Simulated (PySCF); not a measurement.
**Peak assignment**

Atom-mapped SMILES (the numbers label the heavy atoms): `[CH3:1][CH2:2][O:3][C:4](=[O:5])[C:6]([F:7])([F:8])[F:9]`. Hydrogens are named by the atom that carries them.

[PySCF 2.14.0 with density-fitted response routines: structure optimised with PBE0-D3(BJ)/def2-SVP; J: B3LYP/pcJ-1 (spin–dipole term only in couplings to heteroatoms); σ from GIAO-PBE0/pcSseg-1; isolated molecule; single conformer; rapidly exchanging positions averaged; non-relativistic Hamiltonian]

References, each an isolated molecule treated in the same way: $^{13}$C, $^{1}$H against TMS.

Problem. Assign these signals to the numbered atoms. $^{13}$C{$^{1}$H} NMR (computed): δ 163.6 (q, J = 47.2 Hz), 119.4 (q, J = 353.4 Hz), 63.4, 14.9.

Solution. 
| δ (ppm) | atoms | environment | reason |
| --- | --- | --- | --- |
| 163.6 | C4 | ester carbonyl carbon | lone-pair donation from the attached heteroatom keeps it upfield of a ketone carbonyl |
| 119.4 | C6 | CF3 carbon | 3 electronegative neighbours deshield it |
| 63.4 | C2 | sp3 CH2 bonded to O | the inductive effect lowers its shielding |
| 14.9 | C1 | methyl carbon | aliphatic region, no heteroatom directly attached |

Problem. Assign these signals to the numbered atoms. $^{1}$H NMR (500 MHz, computed): δ 4.24 (q, J = 7.9 Hz, 2H), 1.33 (t, J = 7.9 Hz, 3H).

Solution. 
4.24 → H(C2), hydrogen on an sp3 CH2 bonded to O: its carbon carries O, an electronegative neighbour
1.33 → H(C1), hydrogen on a methyl carbon

C–F couplings over four or more bonds (about 3 Hz to the para carbon of a fluoroarene) are left out. Common functionals overestimate the size of one-bond C–F couplings by tens of Hz; these are unscaled. Multiplet labels drop couplings under 1 Hz and merge nearly equal ones. Unscaled 3J(H,H) at this level run about 10 % above measured values. Shifts are as computed. Against solution values, carbons near 30 ppm lie about +2 ppm off and those near 130 ppm about +5 ppm. Of 1211 compounds with measured shifts, 218 miss one by over three times the rms of a fit or turn the order of signals round; such compounds aren't used in these exercises.
